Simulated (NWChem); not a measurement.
System: C2H7FSi2; SMILES [SiH2]1[SiH2][C@@H](F)C1

```xyz
12

F      0.5394     1.5833     0.9575
C      0.2600     1.1074    -0.3418
C      1.2594    -0.0239    -0.6618
Si     0.4179    -1.4420     0.3490
Si    -1.3532     0.0222    -0.1586
H      0.3029     1.9757    -1.0356
H      1.1960    -0.2821    -1.7415
H      2.3106     0.2555    -0.4387
H      0.8368    -1.4950     1.7910
H      0.5102    -2.8238    -0.2407
H     -1.9836    -0.2796    -1.4950
H     -2.3939     0.5377     0.7952
```
Atoms are numbered in this order, from 1.

Results from NWChem. Pople sets run with spherical d functions. All runs use the structure optimised with PBE-D3(BJ)/def2-SVP. Field at 589 nm.

For level B3LYP/def2-SVP:

```yaml
isotropic polarisability (bohr³): 76.1
anisotropy (bohr³): 19.2
```

Q: How do the values read with level B3LYP/6-31G* instead?

A: isotropic polarisability (bohr³): 72.5
anisotropy (bohr³): 22.7
